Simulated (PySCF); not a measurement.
Unknowns

PySCF 2.14 calculation with geometry from GFN2-xTB and σ from GIAO-PBE0/pcSseg-1; no solvent model, equivalent nuclei averaged, non-relativistic Hamiltonian, single conformer.

Scale: ¹H (31.72 ppm), ¹³C (186.93 ppm) against TMS (reference shieldings calculated alike). Where no couplings were computed, multiplicities follow the n + 1 count of equivalent neighbours, and m marks all less simple cases (inequivalent or close neighbours, rings, F or P nearby). Shifts are as computed. Against solution values, carbons near 30 ppm lie about +3 ppm off and those near 130 ppm about +5 ppm. Of 1211 compounds with measured shifts, 218 miss one by over three times the rms of a fit or turn the order of signals round; such compounds aren't used in these exercises.

Problem. C$_{7}$H$_{6}$N$_{2}$O. ¹H NMR (600 MHz, computed): δ 2.31 (m, 2H), 1.89 (m, 2H), 1.71 (m, 1H), 1.60 (m, 1H). ¹³C{¹H} NMR (computed): δ 119.7, 55.6, 34.5, 22.6. Identify the compound.

Solution. `InChI=1S/C7H6N2O/c8-4-6-2-1-3-7(6,5-9)10-6/h1-3H2/t6-,7+`. Rings plus π bonds: 6 (2 rings in the answer). 4 carbon signals for 7 carbons: some carbons are equivalent by symmetry or fast rotation. Carbon types of the structure: 4 × C, 3 × CH2, which accounts for all hydrogens. δC 119.7: nitrile carbon; C≡N carbons fall here, among the sp2 signals but without a proton. δC 55.6: epoxide ring carbon; the inductive effect lowers its shielding. δC 34.5, 22.6: sp3 CH2 in a ring; saturated and bonded to C and H only. δH 2.31, 1.89, 1.71, 1.60: hydrogen on an sp3 CH2 in a ring.

The data come from this structure; uniqueness wasn't tested.

Problem. C$_{4}$H$_{10}$O$_{4}$Si. ¹H NMR (500 MHz, computed): δ 4.56 (s, 2H), 4.56 (s, 2H), 4.13 (s, 3H), 3.99 (s, 3H). ¹³C{¹H} NMR (computed): δ 181.0 (C), 66.1 (CH2), 54.3 (CH3), 53.7 (CH3). Give a structure.

Solution. SMILES CO[SiH2]OCC(=O)OC. The formula gives 1 degree of unsaturation (no ring in the answer). 4 carbon signals for 4 carbons: no two carbons are equivalent. Carbon types of the structure: 1 × C, 1 × CH2, 2 × CH3, leaving 2 H on heteroatoms. δC 181.0: ester carbonyl carbon; lone-pair donation from the attached heteroatom keeps it upfield of a ketone carbonyl. δC 66.1: sp3 CH2 bonded to O, α to a carbonyl; the inductive effect lowers its shielding. δC 54.3, 53.7: methyl carbon bonded to O; the inductive effect lowers its shielding. δH 4.56: hydrogen on an sp3 CH2 bonded to O, α to a carbonyl; its carbon carries O, an electronegative neighbour.

The shifts were computed for this structure.
